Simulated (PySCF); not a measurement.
**GeB and its ions**

UHF-MP2; basis Ge def2-TZVPPD, B def2-TZVPPD; no relativity; PySCF 2.14. Neutral (UHF): quartet (σ ↑, π ↑↑), Re = 1.977 Å, ωe = 663 cm⁻¹, De = 3.05 eV.

GeB⁻ (ROHF): triplet (σ ↑, π ↑), Re = 1.933 Å, ωe = 677 cm⁻¹. The energies at the minima are -2100.19285 hartree for GeB and -2100.24625 for GeB⁻.

Work out the adiabatic electron affinity, without and with harmonic zero-point energies (1 hartree = 27.2114 eV, 1 eV = 8065.5 cm⁻¹), and the change of the bond length.

At MP2: 0.05340 hartree = 1.453 eV between the minima; the zero-point term (663.0 − 677.0)/2 cm⁻¹ = -0.001 eV makes it 1.452 eV. Re changes by -4.4 pm against the neutral. The electron enters a π orbital, and the shorter bond of the ion fits a bonding orbital, or a change in how ionic the bond is.

Correlated steps freeze 10 core orbitals. UHF and ROHF references stand side by side, which adds small steps between rows. Spin–orbit coupling is left out. States were picked by a PBE0 search and need not be the measured ground states.

Neutral and ion stand on different kinds of reference determinant, which adds to the error of the difference.
